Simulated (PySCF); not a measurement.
Si(H)(SH) (H2SSi), SMILES [SiH]S (connectivity only; charge and spin as stated), neutral, multiplicity 1. Geometry: PBE-D3(BJ)/def2-TZVP.

PySCF with TDDFT-LC-ωPBE/def2-TZVPD puts the lowest singlet excitations at 3.10, 5.37, 5.44, 6.16, 6.62, 7.02 eV and the lowest triplet (TDA) at 1.74 eV.

Question: What are the lowest singlet roots from PySCF with EOM-CCSD/aug-cc-pVDZ? (The exact figures need the calculation; the answer reports its results.)

Answer: 3.28, 5.03, 5.53, 5.73, 6.31, 6.66 eV; triplets 2.04, 4.11, 4.75 eV. S1 differs by 0.17 eV (second minus first; roots are paired by order, and the bases may differ).
